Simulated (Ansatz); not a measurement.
A made-up structure of BSiH$_{3}$Cl$_{2}$, singlet:

```tsv
atom	x (Å)	y (Å)	z (Å)
Cl1	-1.6340	-1.8225	-0.4389
B2	-0.1698	-1.1649	0.2068
Si3	0.3126	0.7768	-0.0268
Cl4	-0.8383	-1.2686	1.9394
H5	0.5449	-1.9169	0.7997
H6	0.4578	1.4273	1.3023
H7	1.6053	0.8958	-0.7516
```

It is relaxed with PBE-D4/def2-SVP and then PBE0-D4/def2-TZVP (Ansatz 0.2.0). Atoms count as bonded within 1.22 times the sum of their covalent radii (H–H: 0.88 Å). The end point is not checked to be a true minimum.

(1) Does its bonding change? (A judgement: the text doesn't fix the answer.)

Results:

(1) The calculation gives: Yes. Formed: Si3–H5; broken: B2–H5.

Where it ends: The first stage lowers the energy by 4.17 eV in 19 steps. It ends as BSiH₃Cl₂ ([SiH3][B]([Cl])[Cl]):
```xyz
7
angstrom
Cl -1.5487 -1.9183 -0.8231
B -0.8888 -1.0479 0.5361
Si 0.7733 0.0819 0.3379
Cl -1.6687 -1.2148 2.0871
H 1.9437 -0.7814 0.6603
H 0.7504 1.2255 1.2863
H 0.9172 0.5820 -1.0536
```

Labels in which every atom is bracketed show which atoms are joined, not bond orders.

For scale, one of the runs: PBE0-D4/def2-TZVP relaxation, 160 basis functions, launched by `ansatz run in.yaml --threads 2 --pin off --events-out ev --progress --plain --max-ram 4352MiB`. The run took about 12 s on 2 CPU threads of an AMD EPYC 9R45 (shared host).
